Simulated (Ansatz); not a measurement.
`[GaH2][CH]1BO1`. Total charge 0; spin multiplicity 1. Correlated methods include outer-core shells of Ga, which these sets cover unevenly. Scalar relativity is left out up to krypton.

```
atom   x (Å)   y (Å)   z (Å)
 Ga1  -1.312   0.676   0.379
  C2   0.435   0.260  -0.386
  B3   1.263  -0.958  -0.004
  O4   0.577  -1.079  -1.127
  H5  -2.374  -0.467   0.517
  H6  -1.575   2.135   0.890
  H7   0.978   1.045  -0.914
  H8   2.008  -1.611   0.645
```

(1) Give the diagnostics of a CCSD(T)/def2-TZVPP run (frozen core, Ansatz). (An estimate is asked.)

## Answers

(1) Ansatz gave: T1 = 0.0157, largest single amplitude 0.024, largest double 0.021, (T) share of the correlation energy 4.2 %, 10 CCSD cycles. The RHF solution is stable towards an unrestricted one. T1 lies under the customary mark of 0.02 for closed shells.
